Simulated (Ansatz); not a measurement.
`[F][Hf]([Cl])([Cl])[Cl]` and `C[O][Hf]([Cl])([Cl])[Cl]` differ in one atom or group.

Ansatz, PBE0-D4/def2-TZVP geometries, multiplicity 1. Each molecule was computed in one conformer, which needn't be the lowest.

Elements past krypton have def2 core potentials.

```json
{"property": "LUMO energy (ωB97M-V/def2-TZVPP) / eV", "`[F][Hf]([Cl])([Cl])[Cl]`": "0.26"}
{"property": "size of the dipole moment (B3LYP/def2-TZVPP) / D", "`[F][Hf]([Cl])([Cl])[Cl]`": "0.12"}
{"property": "HOMO energy (PBE/def2-TZVPP) / eV", "`[F][Hf]([Cl])([Cl])[Cl]`": "-8.29"}
{"property": "HOMO–LUMO gap (ωB97M-V/def2-TZVPP) / eV", "`[F][Hf]([Cl])([Cl])[Cl]`": "12.16"}
{"property": "LUMO energy (PBE0/def2-TZVPP) / eV", "`[F][Hf]([Cl])([Cl])[Cl]`": "-1.88"}
{"property": "LUMO energy (B3LYP/def2-TZVPP) / eV", "`[F][Hf]([Cl])([Cl])[Cl]`": "-2.07"}
```

Question: Give the same properties after the change, and the shifts. (Estimate.)

Answer: Ansatz gave: 
```
                                        property  `C[O][Hf]([Cl])([Cl])[Cl]`  shift
           LUMO energy (ωB97M-V/def2-TZVPP) / eV                        0.80   0.54
size of the dipole moment (B3LYP/def2-TZVPP) / D                        3.24   3.12
               HOMO energy (PBE/def2-TZVPP) / eV                       -7.66   0.63
         HOMO–LUMO gap (ωB97M-V/def2-TZVPP) / eV                       12.21   0.05
              LUMO energy (PBE0/def2-TZVPP) / eV                       -1.28   0.60
             LUMO energy (B3LYP/def2-TZVPP) / eV                       -1.48   0.59
```

Dipoles are sizes alone; their direction can turn.

B3LYP here is the variant with VWN-RPA as its local correlation; programs differ in this.
